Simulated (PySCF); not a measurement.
These 3 structures share the formula C2H5F3Si. Method: PySCF 2.14.0, PBE0-D3(BJ)/def2-SVP geometry optimisation, gas phase. One conformer each; no zero-point energy, no entropy. No frequencies were run at this level. Point groups hold within 0.08 Å.

Task: Order them by energy at this level, lowest first, and give relative energies in kcal/mol.
A. SiEtF3, `CC[Si](F)(F)F`
B. `FC(F)(F)C[SiH3]`
C. `C[SiH2]C(F)(F)F`

Result: A (0.0), B (114.4), C (118.0).

| SMILES | E (Eh) | E rel (kcal/mol) | dipole (D) | point group | A, B, C (MHz) |
| --- | --- | --- | --- | --- | --- |
| CC[Si](F)(F)F | -667.56750 | 0.0 | 2.69 | – | 3747, 2043, 2019 |
| FC(F)(F)C[SiH3] | -667.38527 | 114.4 | 2.02 | – | 5114, 1697, 1690 |
| C[SiH2]C(F)(F)F | -667.37949 | 118.0 | 2.44 | – | 4277, 1968, 1823 |
